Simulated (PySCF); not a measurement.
# Solvent effects on NMR parameters

Geometry (Å), atoms numbered from 1 in this order:
```xyz
21

C    -2.8651    1.2922    0.1090
C    -1.8805    0.1441   -0.0326
C    -0.4611    0.5403    0.3131
O     0.3736   -0.5699    0.1501
C     1.7009   -0.3827    0.5520
C     2.5427    0.4187   -0.4313
C     4.0008    0.5009   -0.0107
H    -2.6033    2.1331   -0.5535
H    -2.8881    1.6801    1.1403
H    -3.8872    0.9767   -0.1472
H    -2.1700   -0.6994    0.6158
H    -1.8857   -0.2455   -1.0640
H    -0.4118    0.9087    1.3609
H    -0.1444    1.3864   -0.3315
H     1.7378    0.0959    1.5542
H     2.1343   -1.3907    0.6645
H     2.1294    1.4362   -0.5346
H     2.4513   -0.0548   -1.4233
H     4.1104    0.9910    0.9704
H     4.4528   -0.5010    0.0704
H     4.5979    1.0753   -0.7343
```

GIAO PBE0/pcSseg-1 in PySCF 2.14 on one PBE0-D3(BJ)/def2-SVP conformer, non-relativistic, equivalent nuclei averaged. Solvents enter as an IEF-PCM continuum (cyclohexane with ε = 2.0, chloroform with ε = 4.7) around the gas-phase geometry. Shifts are referred to TMS computed in the same medium.

Gas phase, δ in ppm: C3/C5 74.3, C2/C6 24.6, C1/C7 11.1, H13/H14/H15/H16 3.20, H11/H12/H17/H18 1.52, H8/H9/H10/H19/H20/H21 0.85. Dipole moment 1.16 D.

Q: How does each δ change in the continuum?

A: 
```csv
atoms,environment,"Δδ, cyclohexane","Δδ, chloroform"
C3/C5,sp3 CH2 bonded to O,+0.2,+0.4
C2/C6,sp3 CH2,+0.3,+0.7
C1/C7,methyl carbon,+0.1,+0.1
H13/H14/H15/H16,hydrogen on an sp3 CH2 bonded to O,+0.03,+0.07
H11/H12/H17/H18,hydrogen on an sp3 CH2,-0.01,-0.03
H8/H9/H10/H19/H20/H21,hydrogen on a methyl carbon,+0.01,+0.02
```

Changes are relative to the gas phase. The dipole moment becomes 1.32 D in cyclohexane, 1.48 D in chloroform.

Q: Which nuclei move most (in ppm), and what does the model miss?

A: C2/C6 (sp3 CH2, +0.7 ppm) in chloroform. A continuum only polarises the solute; specific hydrogen bonds, the anisotropy of aromatic solvents and changes of geometry or conformer are outside it.
